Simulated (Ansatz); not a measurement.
Start from `NBO[SiH2]Cl` and change one atom or group to get `F[SiH2]O[SiH2]Cl`.

Ansatz, PBE0-D4/def2-TZVP geometries, multiplicity 1. Each molecule was computed in one conformer, which needn't be the lowest.

```json
{"property": "HOMO–LUMO gap (PBE0/def2-TZVPP) / eV", "`NBO[SiH2]Cl`": "8.90"}
{"property": "size of the dipole moment (PBE/def2-TZVPP) / D", "`NBO[SiH2]Cl`": "2.31"}
{"property": "HOMO energy (PBE0/def2-TZVPP) / eV", "`NBO[SiH2]Cl`": "-8.26"}
{"property": "LUMO energy (B3LYP/def2-TZVPP) / eV", "`NBO[SiH2]Cl`": "0.42"}
{"property": "HOMO energy (ωB97M-V/def2-TZVPP) / eV", "`NBO[SiH2]Cl`": "-10.64"}
{"property": "LUMO energy (ωB97M-V/def2-TZVPP) / eV", "`NBO[SiH2]Cl`": "2.21"}
```

(1) Give the same properties after the change, and the shifts. (Best estimate.)

Results:

(1) Computed: 
```json
{"property": "HOMO–LUMO gap (PBE0/def2-TZVPP) / eV", "`F[SiH2]O[SiH2]Cl`": "9.20", "shift": "0.30"}
{"property": "size of the dipole moment (PBE/def2-TZVPP) / D", "`F[SiH2]O[SiH2]Cl`": "1.26", "shift": "-1.05"}
{"property": "HOMO energy (PBE0/def2-TZVPP) / eV", "`F[SiH2]O[SiH2]Cl`": "-9.04", "shift": "-0.78"}
{"property": "LUMO energy (B3LYP/def2-TZVPP) / eV", "`F[SiH2]O[SiH2]Cl`": "-0.04", "shift": "-0.46"}
{"property": "HOMO energy (ωB97M-V/def2-TZVPP) / eV", "`F[SiH2]O[SiH2]Cl`": "-11.28", "shift": "-0.64"}
{"property": "LUMO energy (ωB97M-V/def2-TZVPP) / eV", "`F[SiH2]O[SiH2]Cl`": "1.90", "shift": "-0.31"}
```

With PBE0 the HOMO falls by 0.78 eV and the LUMO falls by 0.49 eV, so the gap widens by about 0.29 eV. PBE moves the HOMO by -0.80 eV and ωB97M-V by -0.64 eV. The zero-point energy changes by -52.2 kJ/mol with -3 modes. Dipoles are sizes alone; their direction can turn.

B3LYP here is the variant with VWN-RPA as its local correlation; programs differ in this.
